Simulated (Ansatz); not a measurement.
Spectroscopic constants of MgC-, multiplicity 4 (lowest of 2S+1 = 2, 4 at CCSD(T)/def2-TZVPP on PBE0 minima; our sources give no spin for the ground state, which may be another).

Seven points along R, fitted to fifth degree in 1/R; most abundant isotopes. Runs in def2 and cc sets follow the lowest solution found near the PBE0 minimum.

Correlated levels freeze the inner cores; with def2 sets outer-core shells near the valence are correlated too.

The values were computed with Ansatz (Gaussian orbitals). Values without a source in brackets are computed.

```csv
level,r_e (Å),ω_e (cm⁻¹),ω_e x_e (cm⁻¹)
SVWN5/def2-TZVPP,2.161,452,4.9
PBE/def2-TZVPP,2.198,425,5.1
PBE0/def2-TZVPP,2.201,(withheld),4.8
wB97X-V/def2-TZVPP,2.217,413,4.5
wB97M-V/def2-TZVPP,2.237,388,4.6
CCSD/def2-TZVPP,2.212,420,4.3
CCSD/def2-QZVPP,2.190,423,5.1
CCSD(T)/def2-QZVPP,(withheld),(withheld),5.1
```

**Question.** Some entries are withheld; supply them.

**Answer.** 
- CCSD(T)/def2-QZVPP, r_e (Å): 2.186
- CCSD(T)/def2-QZVPP, ω_e (cm⁻¹): 428
- PBE0/def2-TZVPP, ω_e (cm⁻¹): 422

Ansatz is an electronic-structure program.
